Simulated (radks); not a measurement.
The numbers below are computed, except where a source is named.
Ionisation of neutral palladium, [Kr] 4d10, to [Kr] 4d9 as the strength of local exchange is varied. Code: a radial shooting solver on a logarithmic mesh with Libxc functionals. Model: scalar-relativistic Kohn-Sham, Slater X-alpha exchange (alpha = 2/3 is LDA exchange), no correlation, spin-polarised, spherical densities, finite nucleus; Fermi nuclear charge, rms radius 4.5318 fm.

| alpha | E(Pd) (hartree) | exchange (hartree) | IE (eV) | -e of the level emptied (eV) | <r> of it (bohr) |
|---|---|---|---|---|---|
| 0.667 | -5036.75327 | -134.73147 | 7.941 | 3.188 (4d) | 1.612 |
| 0.733 | -5050.12924 | -148.47962 | 8.734 | 3.813 (4d) | 1.578 |
| 0.754 | -5054.39311 | -152.86968 | 8.996 | 4.023 (4d) | 1.568 |
| 0.993 | -5103.18756 | -203.36285 | 12.302 | 6.778 (4d) | 1.464 |
| 1.034 | -5111.60750 | -212.12237 | 12.929 | 7.317 (4d) | 1.448 |

NIST Atomic Spectra Database: 8.337 eV (measured). The Delta-SCF value meets it near alpha = 0.70. Open shells are spherical and high-spin; term and fine-structure splittings are not resolved.
